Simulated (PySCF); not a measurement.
How methods differ on the ionisation energy of Mn²³⁺

Mn²³⁺ 1s2 → Mn²⁴⁺ 1s1 [1s1/2^1, M_J = 1/2], as a difference of total energies. Computed with PySCF 2.14 in an even-tempered Gaussian basis (15 s from 27 bohr⁻², ratio 2.4; 9 p from 35 bohr⁻², ratio 2.4; 3 d from 110 bohr⁻², ratio 2.6; 3 f from 160 bohr⁻², ratio 2.6), with the two-component X2C-1e Hamiltonian. Correlated levels: nothing frozen; the 28 highest virtual spinors dropped. "Screened" scales the spin-orbit matrix elements by Boettger's factors to mimic the two-electron term; Breit and QED terms are absent.

| method | ionisation energy (eV) |
| --- | --- |
| GHF (screened spin-orbit) | 8145.4 |
| GMP2 (screened spin-orbit) | 8146.6 |
| GHF (bare spin-orbit) | 8145.4 |
| GMP2 (bare spin-orbit) | 8146.6 |

For comparison: 8140.8 eV (theoretical estimate listed by NIST; NIST Atomic Spectra Database, ionization energies).
